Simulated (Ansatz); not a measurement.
One elementary step

Start structure (Si5NH15O, closed shell), relaxed at PBE0-D4/def2-TZVP:

Si1  (-0.002, -2.102, 2.862)
N2  (0.743, -2.189, 1.284)
H3  (-0.482, -1.421, 0.118)
O4  (-1.080, -0.887, -0.449)
Si5  (-0.446, 0.552, -0.945)
Si6  (1.317, 0.258, -2.472)
Si7  (-2.131, 1.823, -1.951)
Si8  (0.470, 1.790, 0.832)
H9  (-0.373, -0.687, 3.096)
H10  (-1.205, -2.968, 2.816)
H11  (0.878, -2.557, 3.974)
H12  (0.926, -3.119, 0.930)
H13  (1.577, -1.628, 1.158)
H14  (1.909, 1.575, -2.841)
H15  (0.878, -0.429, -3.717)
H16  (2.395, -0.569, -1.853)
H17  (-1.532, 3.108, -2.410)
H18  (-3.228, 2.128, -0.992)
H19  (-2.707, 1.123, -3.131)
H20  (1.573, 1.025, 1.488)
H21  (1.053, 3.061, 0.319)
H22  (-0.533, 2.115, 1.883)
(Å)

The step: Si₄H₁₀O ([OH][Si]([SiH3])([SiH3])[SiH3]) + SiNH₅ ([NH2][SiH3]) → Si₅H₁₂O ([SiH3][O][Si]([SiH3])([SiH3])[SiH3]) + NH₃; bonds formed: Si1–O4, N2–H3; bonds broken: Si1–N2, H3–O4. Computed with Ansatz 0.2.0 (basis: def2-TZVPP and def2-QZVPP); correlated methods freeze the cores. Extrapolation: Hartree–Fock as exp(−7.88 √X), correlation as X^−2.97. Energies below are by CCSD(T) at an estimated basis limit (MP2 extrapolated from triple and quadruple zeta, plus CCSD(T) − MP2 in triple zeta).

Task: What are the electronic barrier and the energy of the step, from the start structure to the end structure? (An estimate is asked for; the value comes from the calculation.)

Result: By the calculation: Barrier 21.26 kcal/mol; step energy -9.72 kcal/mol (downhill); reverse barrier, their difference, 30.99 kcal/mol. Barrier and step energy count from the start structure, the reverse barrier from the end structure.

The saddle point: One imaginary mode of 532i cm⁻¹.
| pair | start (Å) | saddle (Å) | end (Å) |
| --- | --- | --- | --- |
| Si1–O4 | 3.69 | 2.27 | 1.65 |
| N2–H3 | 1.86 | 1.15 | 1.01 |
| Si1–N2 | 1.75 | 1.85 | 2.79 |
| H3–O4 | 0.98 | 1.34 | 2.94 |

Zero-point energy (harmonic, PBE0-D4): ZPE is 89.28 kcal/mol at the start and 87.82 kcal/mol at the saddle, so the barrier goes from 21.26 to 19.81 kcal/mol.

No T1 diagnostic of these runs exceeds 0.014.

The step is the kind of ligand exchange by which a precursor binds to a hydroxyl group, or is hydrolysed, in atomic layer deposition of oxides. Here a small cluster stands in for the surface site.

Labels in which every atom is bracketed show which atoms are joined, not bond orders.

For scale, one of the runs: CCSD(T)/def2-TZVPP, 482 basis functions, launched by `ansatz run in.yaml --threads 4 --pin off --events-out ev --progress --plain --max-ram 66560MiB --backend cuda --devices 0, --max-vram 37GiB`. The run took 27 s on 4 CPU threads of an AMD EPYC 7R13 and a share of one NVIDIA H100 (shared host), with 1.3 GiB of host memory at its peak.
